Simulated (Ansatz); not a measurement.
CH$_{7}$GaSiZn, SMILES `[SiH3][CH2][Zn][GaH2]` at its PBE0-D4/def2-TZVP geometry, where that method's forces vanish. The species carries charge 0 and has multiplicity 1.

```tsv
atom	x (Å)	y (Å)	z (Å)
Si1	0.234	1.036	1.872
C2	0.271	1.311	0.037
Zn3	-0.081	-0.333	-0.985
Ga4	-0.515	-2.377	-2.255
H5	1.247	0.016	2.270
H6	0.505	2.263	2.676
H7	-1.099	0.516	2.296
H8	-0.479	2.058	-0.244
H9	1.252	1.697	-0.263
H10	-1.972	-2.844	-2.658
H11	0.637	-3.342	-2.747
```

**Question.** For each bond, give half the difference of the two atoms' forces along it (eV/Å; positive pushes the atoms apart) under PBE-D4, r2SCAN-D4, B3LYP-D4, ωB97M-V in def2-TZVPP. (Best estimate.)

**Answer.** Computed: 
| bond | length (Å) | PBE-D4 | r2SCAN-D4 | B3LYP-D4 | ωB97M-V |
| --- | --- | --- | --- | --- | --- |
| Si1–C2 | 1.855 | 0.07 | 0.06 | 0.12 | 0.09 |
| Si1–H5 | 1.492 | 0.05 | -0.03 | -0.08 | -0.10 |
| Si1–H6 | 1.492 | 0.08 | -0.01 | -0.09 | -0.13 |
| Si1–H7 | 1.492 | 0.05 | -0.03 | -0.08 | -0.10 |
| C2–Zn3 | 1.967 | -0.03 | -0.05 | 0.15 | 0.04 |
| C2–H8 | 1.096 | 0.12 | 0.01 | -0.08 | -0.05 |
| C2–H9 | 1.096 | 0.12 | 0.01 | -0.08 | -0.04 |
| Zn3–Ga4 | 2.446 | -0.09 | -0.04 | -0.05 | -0.03 |
| Ga4–H10 | 1.582 | 0.07 | -0.05 | -0.01 | -0.08 |
| Ga4–H11 | 1.582 | 0.08 | -0.05 | -0.01 | -0.08 |

B3LYP here is the variant with VWN-RPA as its local correlation; programs differ in this.
